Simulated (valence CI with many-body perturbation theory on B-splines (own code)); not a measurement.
## How close is CI+MBPT for Cs⁴⁺?

Computed by relativistic CI+MBPT: five valence electrons over a frozen Dirac-Fock core [Kr] 4d10, a basis of 11 s, 11 p, 10 d, 8 f, 5 g, 2 h functions for each j, with the one-electron correlation potential Σ1 (screened to all orders), the two-electron term Σ2, the three-electron term Σ3, Breit, model QED; selected single and double excitations, second order for the rest, scaled by the run's own slope (own B-spline code, finite nucleus).

Set against measurement, 41 paired levels are off by 280 cm⁻¹ on average, the worst by 650. These come from a selection out of Sansonetti, J. Phys. Chem. Ref. Data 38, 761 (2009). Levels without a partner in it may be off by more, other configurations by several thousand cm⁻¹. Among the levels kept, up to 2600 cm⁻¹ of a level comes from second order outside the variational space, and about a tenth of that is noise between levels of different J, which matters for small intervals. 3 measured levels below the end of the list, from 170737 cm⁻¹ on, found no clear computed partner, and computed levels of the same name lie up to 16699 cm⁻¹ from them.

Measured levels: Sansonetti, J. Phys. Chem. Ref. Data 38, 761 (2009). Pairs share parity and J, and are chosen by configuration, term and nearness in energy; levels without a clear partner are left out. Energies in cm⁻¹ above the measured ground level.

Names give the largest LS component (configuration and term), which can be under half, so a name can repeat, a term be missing and a line seem to break the LS rules; names also repeat where a configuration has a term twice. Letters in brackets count levels of one name in rising energy.

```
     Computed label  Label in the source  Measured  Computed  Difference
     5s²5p³ ⁴S°_3/2          5s2 5p3 4S°         0       0.0           0
     5s²5p³ ²D°_3/2          5s2 5p3 2D°   15077.4   15165.0         +88
     5s²5p³ ²D°_5/2          5s2 5p3 2D°   20373.5   20476.2        +103
     5s²5p³ ²P°_1/2          5s2 5p3 2P°   31951.1   32103.9        +153
     5s²5p³ ²P°_3/2          5s2 5p3 2P°   42273.7   42370.8         +97
       5s5p⁴ ⁴P_5/2    5s(2S) 5p4(3P) 4P  113901.7  113585.6        -316
       5s5p⁴ ⁴P_3/2    5s(2S) 5p4(3P) 4P  123192.4  122851.0        -341
       5s5p⁴ ⁴P_1/2    5s(2S) 5p4(3P) 4P  125858.3  125521.9        -336
       5s5p⁴ ²D_3/2    5s(2S) 5p4(1D) 2D  139959.2  139814.3        -145
       5s5p⁴ ²D_5/2    5s(2S) 5p4(1D) 2D    144333  144163.0        -170
5s²5p²5d ²P_3/2 [a]    5s2 5p2(3P) 5d 2P  154971.2  154946.1         -25
    5s²5p²5d ⁴F_3/2    5s2 5p2(3P) 5d 4F    157903  157884.7         -18
       5s5p⁴ ²P_1/2    5s(2S) 5p4(3P) 2P  158248.8  158321.8         +73
    5s²5p²5d ⁴F_5/2    5s2 5p2(3P) 5d 4F  160327.9  160299.8         -28
5s²5p²5d ²F_5/2 [a]    5s2 5p2(1D) 5d 2F  166800.2  166762.9         -37
    5s²5p²5d ⁴F_7/2    5s2 5p2(3P) 5d 4F  167231.1  167146.3         -85
    5s²5p²5d ⁴D_1/2    5s2 5p2(3P) 5d 4D  169557.9  169508.0         -50
    5s²5p²5d ⁴D_3/2    5s2 5p2(3P) 5d 4D  171936.7  171919.0         -18
    5s²5p²5d ⁴D_5/2    5s2 5p2(3P) 5d 4D    175405  175403.4          -2
       5s5p⁴ ²S_1/2        5s(2S) 5p4 2S  175576.8  175572.3          -4
    5s²5p²5d ⁴D_7/2    5s2 5p2(3P) 5d 4D  184244.5  184270.1         +26
    5s²5p²5d ⁴P_5/2    5s2 5p2(3P) 5d 4P  187619.8  188042.1        +422
       5s5p⁴ ²P_3/2    5s(2S) 5p4(3P) 2P  188245.8  188885.8        +640
    5s²5p²5d ⁴P_3/2    5s2 5p2(3P) 5d 4P  189992.1  190465.6        +474
    5s²5p²5d ⁴P_1/2    5s2 5p2(3P) 5d 4P  191236.7  191666.3        +430
5s²5p²5d ²D_3/2 [a]    5s2 5p2(3P) 5d 2D  195328.4  195695.8        +367
5s²5p²5d ²D_5/2 [a]    5s2 5p2(3P) 5d 2D  199403.5  200031.1        +628
    5s²5p²6s ⁴P_1/2    5s2 5p2(3P) 6s 4P  200123.6  200434.8        +311
5s²5p²5d ²P_1/2 [a]    5s2 5p2(3P) 5d 2P  201141.6  201672.4        +531
5s²5p²5d ²D_3/2 [b]    5s2 5p2(1D) 5d 2D  206375.9  206859.9        +484
5s²5p²5d ²F_7/2 [b]    5s2 5p2(3P) 5d 2F  210475.3  211125.3        +650
5s²5p²5d ²D_5/2 [b]        5s2 5p2 5d 2D  211084.4  211365.7        +281
    5s²5p²6s ⁴P_3/2    5s2 5p2(3P) 6s 4P  211476.1  211775.4        +299
5s²5p²5d ²P_3/2 [b]    5s2 5p2(1D) 5d 2P  214163.1  214675.8        +513
    5s²5p²6s ²P_1/2    5s2 5p2(3P) 6s 2P  216635.5  216990.0        +354
    5s²5p²6s ⁴P_5/2    5s2 5p2(3P) 6s 4P  217754.6  218046.3        +292
    5s²5p²5d ²S_1/2    5s2 5p2(1D) 5d 2S  220013.2  220548.3        +535
5s²5p²6s ²D_3/2 [a]    5s2 5p2(3P) 6s 2P  221933.8  222344.6        +411
5s²5p²5d ²D_3/2 [c]        5s2 5p2 5d 2D  223839.4  224461.8        +622
    5s²5p²6s ²D_5/2    5s2 5p2(1D) 6s 2D  235192.8  235521.2        +328
5s²5p²6s ²D_3/2 [b]    5s2 5p2(1D) 6s 2D    237340  237671.1        +331
    5s²5p²6s ²S_1/2        5s2 5p2 6s 2S  252603.3  253076.6        +473
```

Over 41 excited levels the mean absolute difference is 280 cm⁻¹, the median 311 and the largest 650. The comparison draws on a selection of the measured levels: 42 of the 196 computed ones have a partner in it, and others may be off by more.

These 3 measured levels below the end of the computed list are not counted above. Beside each stands the unpaired computed level of its name, or else the nearest of its J and parity; the gap is either an error of the method or a doubtful assignment.

```
Label in the source    J  Measured       Unpaired level  Computed
  5s2 5p2(1D) 5d 4F  7/2    170737  5s²5p²5d ²F_7/2 [a]    170689
  5s2 5p2(1D) 5d 4P  1/2    205203  5s²5p²5d ²P_1/2 [b]    205785
  5s2 5p2(3P) 5d 2F  5/2    224001  5s²5p²5d ²F_5/2 [b]    207302
```
